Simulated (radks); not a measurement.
Results of a calculation; reference values are marked as such.
Fractional charge and spin in the 5s shell of caesium: the spin-up occupation runs from 0 to 1 and the spin-down occupation from 0 to 1; the fullest corner is Cs3+, [Kr] 4d10 5p(up 2, down 2) 5s(up 1, down 1). Code: a radial shooting solver on a logarithmic mesh with Libxc functionals. Model: scalar-relativistic Kohn-Sham, LDA (Slater exchange, Perdew-Wang correlation), spin-polarised, spherical densities, finite nucleus; Fermi nuclear charge, rms radius of each element as measured or else 0.836 A^(1/3) + 0.57 fm. Energy (eV) minus the two flat planes that join the four corners (they meet along the diagonal where the two added fractions sum to one electron); zero is where a piecewise linear energy would lie.

\begin{tabular}{lrrrrr}
down \ up & 0 & 0.25 & 0.5 & 0.75 & 1 \\ \hline
0 & 0.000 & -1.207 & -1.606 & -1.202 & 0.000 \\
0.25 & -1.207 & -1.548 & -1.088 & 0.167 & -1.156 \\
0.5 & -1.606 & -1.088 & 0.223 & -1.047 & -1.537 \\
0.75 & -1.202 & 0.167 & -1.047 & -1.484 & -1.150 \\
1 & 0.000 & -1.156 & -1.537 & -1.150 & 0.000 \\
\end{tabular}

Corners above the fullest one (they belong to Cs4+ and the next ion): (up 1, down 0) 60.413 eV, (up 0, down 1) 60.413 eV, (up 0, down 0) 134.29 eV. With half an added electron in each spin the energy lies 0.223 eV from the planes, and with half an added electron in spin up alone -1.606 eV. The planes are only a guide here: the flat-plane condition holds for ground states with one frontier orbital, while this shell lies below other occupied shells, so the corners above the fullest one are inner-hole states and not the ground states of those ions.
